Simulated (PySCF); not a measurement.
# SbH₃: breathing scan

Level of theory: PBE0/[Sb def2-TZVP with ECP28, H def2-TZVP], scalar-relativistic core potentials, density fitting, no spin–orbit coupling, PySCF.

Rigid scan from the singlet minimum (Sb–H 1.708 Å (×3); H–Sb–H 91.4° (×3)). Coordinate: all bonds to the central atom scaled together. Energies in kJ/mol from the minimum.

| scale of all bonds to the centre | E (kJ/mol) | dipole size (D) |
| --- | --- | --- |
| 0.88 | 117.4 | 0.28 |
| 0.92 | 47.0 | 0.09 |
| 0.96 | 10.6 | 0.11 |
| 1.00 | 0.0 | 0.31 |
| 1.04 | 8.7 | 0.52 |
| 1.08 | 31.9 | 0.72 |
| 1.14 | 85.7 | 1.02 |
| 1.22 | 179.4 | 1.40 |
| 1.35 | 354.2 | 1.95 |

At long bonds a restricted determinant can lie too high, and another spin state can fall below this curve.

Other isomers or separated fragments may lie lower.
